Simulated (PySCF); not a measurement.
## Assignment exercise: C4H14BN

Bonds (- single, = double, # triple, : aromatic): B1-N2, N2-C3, N2-C4, C4-C5, C4-C6. B1 carries H7, H8, H9; N2 carries H10; C3 carries H11, H12, H13; C4 carries H14; C5 carries H15, H16, H17; C6 carries H18, H19, H20. Formal charges: B1 -1, N2 +1. Stereochemistry as in [BH3-][N@H+](C)C(C)C.

All values are calculated (PySCF 2.14.0 with density-fitted response routines): PBE0-D3(BJ)/def2-SVP geometry, J couplings at B3LYP/pcJ-1 (spin–dipole term only in couplings to heteroatoms), shieldings: GIAO PBE0/pcSseg-1. Relativity neglected, single conformer, averaged over atoms made equivalent by symmetry, fast rotation or ring inversion, gas phase.

References, each an isolated molecule treated in the same way: TMS for $^{13}$C (184.41 ppm), $^{1}$H (31.27 ppm).

(1) Assign these signals to the numbered atoms. $^{13}$C{$^{1}$H} NMR (computed): δ 54.9, 32.5, 22.1, 14.1.

(2) Assign these signals to the numbered atoms. $^{1}$H NMR (300 MHz, computed): δ 3.14 (sept, J = 7.7 Hz, 1H), 2.27 (br s, 1H), 2.22 (s, 3H), 2.07 (br, 3H), 1.18 (d, J = 7.6 Hz, 3H), 1.04 (d, J = 7.7 Hz, 3H).

Results:

(1) 
| δ (ppm) | atoms | environment | reason |
| --- | --- | --- | --- |
| 54.9 | C4 | sp3 CH bonded to N | pulled downfield by the heteroatom |
| 32.5 | C3 | methyl carbon bonded to N | deshielded by the electronegative neighbour |
| 22.1 | C6 | methyl carbon | saturated and bonded to C and H only |
| 14.1 | C5 | methyl carbon | – |

(2) 
| δ (ppm) | atoms | environment | reason |
| --- | --- | --- | --- |
| 3.14 | H14 | hydrogen on an sp3 CH bonded to N | its carbon carries N, an electronegative neighbour |
| 2.27 | H10 | hydrogen on a donor nitrogen of a Lewis adduct | exchangeable; this is the value without hydrogen bonding to other molecules |
| 2.22 | H11/H12/H13 | hydrogen on a methyl carbon bonded to N | its carbon carries N, an electronegative neighbour |
| 2.07 | H7/H8/H9 | hydrogen on a boron bonded to N | – |
| 1.18 | H15/H16/H17 | hydrogen on a methyl carbon | – |
| 1.04 | H18/H19/H20 | hydrogen on a methyl carbon | – |

H10 and H11/H12/H13 lie closer than the usual error of such a calculation, so a measured spectrum could show them in the other order.

The OH or NH signal is concentration- and solvent-dependent in practice; the value given is the gas-phase one. Hydrogens on boron are broadened and split by $^{11}$B (spin 3/2, 80 %) and 10B (spin 3). Splittings below 1 Hz are ignored in the labels, and close J values are merged. Unscaled 3J(H,H) at this level run about 10 % above measured values. Shifts are as computed. Against solution values, carbons near 30 ppm lie about +2 ppm off and those near 130 ppm about +5 ppm. Of 1313 compounds with measured shifts, 239 miss one by over three times the rms of a fit or turn the order of signals round; such compounds aren't used in these exercises. Couplings to exchangeable protons are dropped.
